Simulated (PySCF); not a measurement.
C₄H₅NO, SMILES Nc1ccco1. Atoms are numbered in the order given.

```xyz
11

N      2.0239     0.1708    -0.1786
C      0.6486     0.1639    -0.0403
C     -0.3058     1.1511    -0.0158
C     -1.5684     0.4633     0.0623
C     -1.2904    -0.8687     0.0849
O      0.0713    -1.0566     0.0206
H      2.4568     1.0508     0.0800
H      2.4824    -0.6213     0.2634
H     -0.1329     2.2235    -0.0521
H     -2.5572     0.9160     0.1012
H     -1.8912    -1.7703     0.1461
```

The structure is a stationary point at B3LYP-D3(BJ)/def2-SVP. Other conformers were not sampled.

The numbers are results of PBE0/def2-TZVP run with PySCF, not measurements.

| Quantity | Value |
|---|---|
| total energy | -285.16675 hartree |
| highest occupied level | -5.50 eV |
| lowest empty level | 0.77 eV |
| orbital gap | 6.27 eV |
| dipole moment | 1.68 D |
| quadrupole, principal values (traceless, Buckingham form, about the centre of nuclear charge) | -10.34, 0.86, 9.47 D·Å |
| mean static polarisability | 55.2 bohr³ (8.18 Å³) |
| polarisability, principal values | 35.2, 58.7, 71.8 bohr³ |
